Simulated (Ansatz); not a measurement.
```yaml
crystal:
  periodic: [false, false, false]
  atoms:
    - {symbol: N, position_ang: [-1.887208, 0.562718, 1.051492]}
    - {symbol: Si, position_ang: [-0.909782, -0.817792, 0.802216]}
    - {symbol: Ge, position_ang: [0.929179, -0.549926, -0.942199]}
    - {symbol: N, position_ang: [1.897608, 0.977555, -0.508458]}
    - {symbol: H, position_ang: [-1.547323, 1.187445, 1.590128]}
    - {symbol: H, position_ang: [-2.614179, 0.850603, 0.408146]}
    - {symbol: H, position_ang: [-1.725168, -1.905647, 0.366290]}
    - {symbol: H, position_ang: [-0.242467, -1.210275, 1.888716]}
    - {symbol: H, position_ang: [1.681282, -1.870204, -1.206799]}
    - {symbol: H, position_ang: [0.235373, -0.042467, -2.398377]}
    - {symbol: H, position_ang: [1.562487, 1.957331, -0.523535]}
    - {symbol: H, position_ang: [2.649518, 0.677941, 0.154805]}
basis:
  gaussian: {orbitals: def2-SVPD}
magnetization: {spin_polarized: true, initial_magnetization: 0}
hamiltonian: {xc: {name: SVWN5}}
scf: {lower_state_search: off}
relax: {f_tol: 0.001, max_steps: 2}
output: {forces: true}
```

```sh
$ ansatz run in.yaml --threads 4 --pin off --events-out ev --progress --plain --max-ram 10444MiB
```

(1) How does Ansatz answer? (Estimate.)

## Answers

(1) The calculation gave: No converged result was reached.
```
Functional definition: SVWN5
1499 factors; their error is unknown
mean field evaluation 1: about -67334.9794 eV, gradient 6.5e1 eV
mean field evaluation 2: about -67245.5494 eV, gradient 1.3e2 eV
mean field evaluation 4: about -67350.6510 eV, gradient 1.1e1 eV
mean field evaluation 8: about -67351.2413 eV, gradient 2.7e-1 eV
mean field evaluation 16: about -67351.1948 eV, gradient 7.3e-4 eV
mean field -67351.19484654 eV, -2475.1107583306 hartree, gradient 4.0e-6 eV, S^2 0.000000; 0 other end points of the search recorded, 0 dependent functions left out
reference -67351.19489682 eV, -2475.1107601786 hartree; 34, 34 occupied and 132, 132 virtual orbitals, 1499 factors
relax step   1: F+E_penalty+E_count = -67351.19484654 eV  Δ(F+E_penalty+E_count) = +0.000e0 eV  max|allowed force component| = 6.404e0 eV/Å  Δτ_max = 0.0000 Å  (17 SCF iters, accepted)
1499 factors; their error is unknown
mean field -67352.50538464 eV, -2475.1589197176 hartree, gradient 1.1e-6 eV, S^2 0.000000; 0 other end points of the search recorded, 0 dependent functions left out
reference -67352.50543331 eV, -2475.1589215061 hartree; 34, 34 occupied and 132, 132 virtual orbitals, 1499 factors
relax step   2: F+E_penalty+E_count = -67352.50538464 eV  Δ(F+E_penalty+E_count) = -1.311e0 eV  max|allowed force component| = 1.357e0 eV/Å  Δτ_max = 0.1946 Å  (24 SCF iters, accepted)
Error: geometry relaxation did not converge after 2 steps: max|allowed force component| = 1.36e0 eV/Å (threshold 1.0e-3). Raise `relax.max_steps` over both its present limit and 2, loosen `relax.f_tol`, or start from a geometry closer to equilibrium. Where this run's directory can be resumed (`checkpoint.write`), a resume goes on for up to `relax.max_steps` more
```
